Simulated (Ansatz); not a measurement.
Total energies of CH6FNSSi (`NC(F)([SiH3])S`).

Cartesian coordinates in Å:
```
N 0.337 1.219 -0.769
C 0.066 0.440 0.361
F -0.743 1.114 1.309
Si -0.809 -1.204 -0.062
S 1.598 0.119 1.308
H -0.488 1.416 -1.320
H 0.840 2.070 -0.547
H -1.247 -1.848 1.196
H 0.147 -2.069 -0.796
H -1.984 -0.913 -0.932
H 2.285 -0.343 0.252
```

The species carries charge 0 and has multiplicity 1. The geometry is a stationary point of PBE0-D4/def2-TZVP. It is one conformer, not always the lowest. Basis def2-TZVPP, the Gaussian-basis code of Ansatz.

RPA on PBE orbitals: Hartree–Fock energy of these orbitals -881.73048 Eh, correlation -1.54536 Eh (frozen core).

```csv
functional,energy without D4 (Eh),D4 term (kJ/mol)
LDA (SPW92),-880.09225,–
PBE,-883.55039,-26.1
revPBE,-883.88876,-79.5
BLYP,-884.03106,-57.8
r2SCAN,-883.93817,-6.2
B97M-V,-883.86476,–
PBE0,-883.61852,-22.0
B3LYP,-884.12962,-42.3
r2SCANh,-883.92382,-6.7
r2SCAN0,-883.90369,-7.4
HSE06 (plane-wave form),-883.59523,-20.5
BHLYP,-883.98744,-32.2
CAM-B3LYP,-884.03568,-22.3
LC-ωPBE,-883.77287,–
ωB97X-V,-883.92172,–
ωB97M-V,-883.97559,–
B2PLYP,-883.70407,–
PBE-QIDH,-883.42248,–
```

B3LYP takes the VWN-RPA correlation (the form of Gaussian; ORCA's B3LYP/G). HSE06 is the plane-wave form, built on full-range PBE exchange. The double hybrids freeze the cores in their second-order part.

LC-ωPBE has ω = 0.4 bohr⁻¹.
